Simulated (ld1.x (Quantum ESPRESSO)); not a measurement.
## Cu, RRKJ: configuration errors across variants

| Quantity | Value |
| --- | --- |
| Element | Cu (Z = 29) |
| Generator | ld1.x (Quantum ESPRESSO) 7.5 |
| Type | norm-conserving RRKJ (Kleinman–Bylander form) |
| Functional | PBE |
| Relativity | scalar-relativistic |
| Frozen core | [Ne] 3s2 |
| Valence charge | 17 |
| Reference configuration | 3p6 3d9 4s2 4p0 |
| Partial waves | 3p (bound): rc 0.80 bohr; 3d (bound): rc 1.55 bohr; 4s (bound): rc 1.70 bohr |
| Local potential | the s channel |
| Core correction | a·sin(br)/r model core, default radius (core density twice the valence density) |
| rho0 | 0.001 |

All-electron excitation energies from the reference (eV): (1) 3p6 3d10 4s0 4p0 6.178; (2) 3p6 3d9 4s0 4p0 27.510; (3) 3p6 3d9 4s1 4p0 9.608; (4) 3p6 3d7 4s0 4p0 126.239; (5) 3p6 3d10 4s0.5 4p0 1.192.

The default core radius of the base comes out at 0.33 bohr.

Tests that are not counted but printed errors over 1 eV. “base”: 3p6 3d10 4s1 4p0 (pseudo-atom not self-consistent, printed error -3798 eV); 3p6 3d10 4s0 4p1 (solver errors, printed error -3872 eV). “core correction none”: 3p6 3d10 4s1 4p0 (pseudo-atom not self-consistent, printed error -3397 eV); 3p6 3d10 4s0 4p1 (solver errors, printed error -3761 eV). “core correction a·sin(br)/r model core inside 0.34 bohr”: 3p6 3d10 4s1 4p0 (pseudo-atom not self-consistent, printed error -3849 eV); 3p6 3d10 4s0 4p1 (solver errors, printed error -3872 eV). “core correction a·sin(br)/r model core inside 0.44 bohr”: 3p6 3d10 4s1 4p0 (pseudo-atom not self-consistent, printed error -3848 eV); 3p6 3d10 4s0 4p1 (solver errors, printed error -3872 eV). “core correction a·sin(br)/r model core inside 0.52 bohr”: 3p6 3d10 4s1 4p0 (pseudo-atom not self-consistent, printed error -3844 eV); 3p6 3d10 4s0 4p1 (solver errors, printed error -3873 eV).

Errors AE − PS in meV (a dash: test not solved or not reliable):

| change | (1) | (2) | (3) | (4) | (5) | bound ghosts |
| --- | --- | --- | --- | --- | --- | --- |
| base | -149 | -20 | -2.4 | -515 | -135 | none |
| core correction none | -142 | -7.4 | -0.9 | -433 | -130 | none |
| core correction a·sin(br)/r model core inside 0.34 bohr | -149 | -20 | -2.4 | -515 | -135 | none |
| core correction a·sin(br)/r model core inside 0.44 bohr | -150 | -20 | -2.4 | -515 | -135 | none |
| core correction a·sin(br)/r model core inside 0.52 bohr | -150 | -20 | -2.4 | -516 | -135 | none |
| core correction a·sin(br)/r model core inside 0.72 bohr | -150 | -20 | -2.4 | -516 | -135 | none |
| core correction a·sin(br)/r model core inside 0.78 bohr | -150 | -20 | -2.5 | -516 | -135 | none |
| core correction a·sin(br)/r model core inside 0.90 bohr | -150 | -20 | -2.4 | -516 | -135 | none |
| core correction a·sin(br)/r model core inside 0.94 bohr | -149 | -20 | -2.4 | -515 | -135 | none |

**Question.** Give the same row for: core correction a·sin(br)/r model core inside 0.60 bohr.

**Answer.** -150, -20, -2.4, -516, -135; bound ghosts: none. Not counted: 3p6 3d10 4s1 4p0 (pseudo-atom not self-consistent, printed error -3837 eV); 3p6 3d10 4s0 4p1 (solver errors, printed error -3862 eV).
